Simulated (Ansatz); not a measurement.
Reactions of C₃H₆FI, SMILES `CC(I)CF`.

Calculated with Ansatz (gas phase, PBE0-D4/def2-TZVP geometries, no zero-point term in ΔE). CCSD(T)/CBS is the MP2 limit (def2-TZVPP, def2-QZVPP) plus CCSD(T) − MP2 in def2-TZVPP, frozen cores. DFT in def2-TZVPP. Elements past krypton have def2 core potentials. For I, In, Sn outer-core shells are correlated without core-valence functions, which leaves a few kJ/mol of doubt a bond. One conformer a species, not always the lowest.

| reaction | PBE0-D4 (kJ/mol) | PBE-D4 (kJ/mol) | r2SCAN-D4 (kJ/mol) | MP2/CBS(def2) (kJ/mol) |
| --- | --- | --- | --- | --- |
| `CC(I)CF` + `CC(O)(F)F` → `COC(C)(F)F` + `FCCI` | 63 | 61 | 61 | 71 |
| `CC(I)CF` + `CC(O)F` → `CC(F)OCF` + `CCI` | 11 | 10 | 9 | 20 |
| `CC(I)CF` + `[NH2][SnH3]` → `FC[NH][SnH3]` + `CCI` | -4 | -6 | -3 | 3 |
| `CC(I)CF` + `[OH][In]([OH])[OH]` → `C[O][In]([OH])[OH]` + `FCCI` | 67 | 64 | 66 | 77 |

Question: Give the CCSD(T)/CBS values in the same order. (An estimate is asked.)

Answer: Ansatz gave: 63, 15, 1, 69 kJ/mol.

Largest T1 diagnostic: 0.017, for `[OH][In]([OH])[OH]`.
